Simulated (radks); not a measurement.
Problem. These are the eigenvalues of the occupied orbitals of an atom or ion with whole-number occupations (eV). Calculated with a radial shooting solver on a logarithmic mesh with Libxc functionals: scalar-relativistic Kohn-Sham, SCAN, spin-polarised, spherical densities, finite nucleus; meta-GGA in the generalised Kohn-Sham scheme; Fermi nuclear charge, rms radius of each element as measured or else 0.836 A^(1/3) + 0.57 fm.

orbital  eigenvalue
1s down   -69576.17
1s up     -69576.17
2s up     -12048.18
2s down   -12048.05
2p up     -10535.74
2p down   -10535.62
3s up     -2798.529
3s down   -2798.505
3p up     -2347.792
3p down   -2347.755
3d up     -1828.471
3d down   -1828.368
4s up     -595.4693
4s down   -595.2436
4p up     -446.9327
4p down   -446.7130
4d up     -258.0232
4d down   -257.7506
5s up      -97.4173
5s down    -95.2839
5p up      -61.2725
5p down    -58.5554
4f up      -49.6866
4f down    -49.1716
5d up      -21.0953

Which element is it, and in what charge state? The configuration may be excited. Open shells, if any, are filled with parallel spins first.

Solution. Z = 74, tungsten, charge +2: W2+ in [Xe] 4f14 5d4. The list shows which subshells hold electrons but not how many an open one holds; the 1s level, -2556.9 hartree, gives Z - s = 71.5 by -(Z - s)^2/2, which with screening and relativity narrows Z to a few neighbours, and the depths of the outer levels then fix element, charge and occupations together.
